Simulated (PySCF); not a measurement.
Se(OH)2 (H2O2Se), SMILES O[Se]O. Coordinates come from a B3LYP-D3(BJ)/def2-TZVP optimisation. One conformer was computed; it need not be the lowest.

TDDFT-PBE0/def2-SVPD (PySCF) puts the lowest singlet excitations at 3.91, 4.40, 5.70, 6.73, 6.77, 6.86 eV.

Task: What are the lowest excitation roots from ADC(2)/aug-cc-pVDZ run with PySCF 2.14.0? (The exact figures need the calculation; the answer reports its results.)

Result: 4.12, 4.63, 5.67, 6.50, 6.52, 6.81 eV. S1 differs by 0.21 eV (second minus first; roots are paired by order, and the bases may differ).
